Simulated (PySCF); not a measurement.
Atomic charges against the basis set

H₈P₂SSi₂.
Numbering: `[SiH3:1][S:2][SiH:3]([PH2:4])[PH2:5]` (hydrogens: H6, H7, H8 on Si1; H9 on Si3; H10, H11 on P4; H12, H13 on P5)

PBE0 throughout (PySCF), one geometry, spherical d and f functions. One conformer (not necessarily the lowest) at the PBE0-D3(BJ)/def2-SVP geometry, without solvent, vibrations or thermal averaging. Atoms taken as equivalent share a column and are averaged.

Mulliken charges (e):

```csv
basis,functions,Si1,S2,Si3,P4/P5,H6/H7/H8,H9,H10/H11/H12/H13
STO-3G,53,+0.426,-0.191,+0.254,+0.136,-0.110,-0.111,-0.080
6-31G,81,+0.467,-0.368,+0.195,-0.060,-0.074,-0.034,+0.020
pcSseg-0,81,+0.365,-0.566,+0.320,-0.313,-0.014,+0.061,+0.122
6-31G*,106,+0.323,-0.331,+0.207,-0.153,-0.040,-0.009,+0.059
cc-pVDZ,130,+0.214,-0.288,+0.134,-0.112,-0.020,+0.013,+0.052
def2-SVP,130,+0.353,-0.400,+0.249,-0.100,-0.045,-0.006,+0.034
aug-cc-pVDZ,207,-0.651,-0.636,+0.187,-0.989,+0.311,+0.373,+0.443
"6-311+G(2d,p)",223,+0.193,-0.168,+0.488,-0.370,-0.037,-0.014,+0.088
def2-TZVP,233,+0.161,-0.289,+0.216,-0.237,-0.006,+0.010,+0.099
cc-pVTZ,282,+0.167,-0.259,+0.184,-0.134,-0.011,-0.006,+0.054
IGLO-III,300,+0.785,-0.680,+0.690,-0.057,-0.148,-0.129,-0.027
pcSseg-2,327,+0.500,-0.355,+0.238,-0.032,-0.100,-0.021,+0.001
```

IAO charges (e):

```csv
basis,functions,Si1,S2,Si3,P4/P5,H6/H7/H8,H9,H10/H11/H12/H13
STO-3G,53,+0.504,-0.289,+0.347,+0.042,-0.117,-0.102,-0.048
6-31G,81,+0.366,-0.356,+0.340,-0.119,-0.061,-0.044,+0.029
pcSseg-0,81,+0.345,-0.362,+0.314,-0.137,-0.052,-0.034,+0.042
6-31G*,106,+0.504,-0.403,+0.454,-0.093,-0.101,-0.086,+0.005
cc-pVDZ,130,+0.501,-0.405,+0.463,-0.104,-0.101,-0.088,+0.010
def2-SVP,130,+0.516,-0.404,+0.465,-0.098,-0.106,-0.092,+0.007
aug-cc-pVDZ,207,+0.504,-0.412,+0.472,-0.113,-0.101,-0.088,+0.013
"6-311+G(2d,p)",223,+0.533,-0.418,+0.484,-0.100,-0.109,-0.095,+0.006
def2-TZVP,233,+0.542,-0.421,+0.494,-0.101,-0.112,-0.098,+0.005
cc-pVTZ,282,+0.528,-0.419,+0.488,-0.107,-0.108,-0.095,+0.009
IGLO-III,300,+0.536,-0.417,+0.486,-0.099,-0.111,-0.097,+0.005
pcSseg-2,327,+0.535,-0.414,+0.481,-0.099,-0.110,-0.096,+0.006
```

Hirshfeld charges (e):

| basis | functions | Si1 | S2 | Si3 | P4/P5 | H6/H7/H8 | H9 | H10/H11/H12/H13 |
| --- | --- | --- | --- | --- | --- | --- | --- | --- |
| STO-3G | 53 | +0.328 | -0.182 | +0.240 | +0.060 | -0.080 | -0.086 | -0.045 |
| 6-31G | 81 | +0.267 | -0.202 | +0.194 | -0.019 | -0.058 | -0.058 | +0.003 |
| pcSseg-0 | 81 | +0.281 | -0.199 | +0.216 | -0.015 | -0.064 | -0.063 | -0.003 |
| 6-31G* | 106 | +0.271 | -0.188 | +0.198 | -0.022 | -0.063 | -0.063 | +0.003 |
| cc-pVDZ | 130 | +0.273 | -0.164 | +0.209 | -0.009 | -0.070 | -0.073 | -0.005 |
| def2-SVP | 130 | +0.275 | -0.157 | +0.210 | -0.005 | -0.072 | -0.075 | -0.006 |
| aug-cc-pVDZ | 207 | +0.272 | -0.162 | +0.210 | -0.010 | -0.070 | -0.070 | -0.006 |
| 6-311+G(2d,p) | 223 | +0.276 | -0.164 | +0.203 | -0.006 | -0.070 | -0.070 | -0.006 |
| def2-TZVP | 233 | +0.271 | -0.158 | +0.206 | -0.010 | -0.070 | -0.071 | -0.004 |
| cc-pVTZ | 282 | +0.270 | -0.161 | +0.208 | -0.010 | -0.069 | -0.070 | -0.005 |
| IGLO-III | 300 | +0.263 | -0.148 | +0.209 | -0.005 | -0.071 | -0.074 | -0.007 |
| pcSseg-2 | 327 | +0.277 | -0.166 | +0.214 | -0.011 | -0.070 | -0.071 | -0.005 |

ESP-fitted charges (e):

| basis | functions | Si1 | S2 | Si3 | P4/P5 | H6/H7/H8 | H9 | H10/H11/H12/H13 |
| --- | --- | --- | --- | --- | --- | --- | --- | --- |
| STO-3G | 53 | +0.398 | -0.298 | +0.414 | -0.229 | -0.090 | -0.076 | +0.073 |
| 6-31G | 81 | +0.444 | -0.454 | +0.427 | -0.391 | -0.078 | -0.031 | +0.157 |
| pcSseg-0 | 81 | +0.495 | -0.488 | +0.516 | -0.458 | -0.089 | -0.045 | +0.176 |
| 6-31G* | 106 | +0.247 | -0.326 | +0.352 | -0.293 | -0.036 | -0.039 | +0.115 |
| cc-pVDZ | 130 | +0.134 | -0.254 | +0.305 | -0.250 | -0.012 | -0.038 | +0.097 |
| def2-SVP | 130 | +0.210 | -0.280 | +0.327 | -0.273 | -0.031 | -0.040 | +0.105 |
| aug-cc-pVDZ | 207 | +0.110 | -0.238 | +0.284 | -0.228 | -0.007 | -0.032 | +0.088 |
| 6-311+G(2d,p) | 223 | +0.109 | -0.235 | +0.294 | -0.233 | -0.007 | -0.039 | +0.090 |
| def2-TZVP | 233 | +0.118 | -0.230 | +0.303 | -0.229 | -0.012 | -0.046 | +0.087 |
| cc-pVTZ | 282 | +0.134 | -0.236 | +0.297 | -0.229 | -0.015 | -0.042 | +0.088 |
| IGLO-III | 300 | +0.071 | -0.200 | +0.224 | -0.201 | +0.002 | -0.023 | +0.081 |
| pcSseg-2 | 327 | +0.198 | -0.284 | +0.344 | -0.257 | -0.029 | -0.048 | +0.098 |

Some averages cover members that differ in this geometry, most widely: H6/H7/H8, Mulliken in aug-cc-pVDZ +0.215 to +0.380; H6/H7/H8, ESP-fitted in 6-31G -0.131 to -0.041; H6/H7/H8, ESP-fitted in pcSseg-0 -0.137 to -0.054; H6/H7/H8, ESP-fitted in 6-31G* -0.075 to -0.008 e.

Task: Which scheme is steadiest as the basis changes?

Result: Largest range over the bases for any column: Hirshfeld 0.08 e, IAO 0.20 e, ESP-fitted 0.42 e, Mulliken 1.44 e. Hirshfeld charges move least and Mulliken charges most, counted in e. Without the minimal STO-3G basis the ranges are Hirshfeld 0.05, IAO 0.20, ESP-fitted 0.42, Mulliken 1.44 e.

Task: How much do the charges still move between the two largest bases, IGLO-III and pcSseg-2?

Result: At most, over all atoms: Mulliken 0.452 e, IAO 0.005 e, Hirshfeld 0.018 e, ESP-fitted 0.127 e.

Task: What do the same runs give for the total energy, the frontier levels and the dipole moment?

Result: 
| basis | energy (Eh) | HOMO (eV) | LUMO (eV) | μ (D) |
| --- | --- | --- | --- | --- |
| STO-3G | -1645.2809 | -3.29 | 4.79 | 0.33 |
| 6-31G | -1663.8394 | -7.15 | -0.44 | 0.70 |
| pcSseg-0 | -1662.0922 | -7.39 | -0.60 | 0.59 |
| 6-31G* | -1663.9995 | -7.11 | -0.32 | 0.53 |
| cc-pVDZ | -1664.1018 | -7.05 | -0.15 | 0.41 |
| def2-SVP | -1663.5810 | -7.10 | -0.15 | 0.41 |
| aug-cc-pVDZ | -1664.1115 | -7.11 | -0.57 | 0.38 |
| 6-311+G(2d,p) | -1664.1561 | -7.13 | -0.59 | 0.35 |
| def2-TZVP | -1664.1608 | -7.13 | -0.42 | 0.33 |
| cc-pVTZ | -1664.1772 | -7.13 | -0.36 | 0.36 |
| IGLO-III | -1664.1530 | -7.06 | -0.29 | 0.37 |
| pcSseg-2 | -1664.1910 | -7.18 | -0.54 | 0.44 |

The dipole is fixed by the density alone, so its range of 0.37 D shows that the density itself changes with the basis, not only its division among atoms.
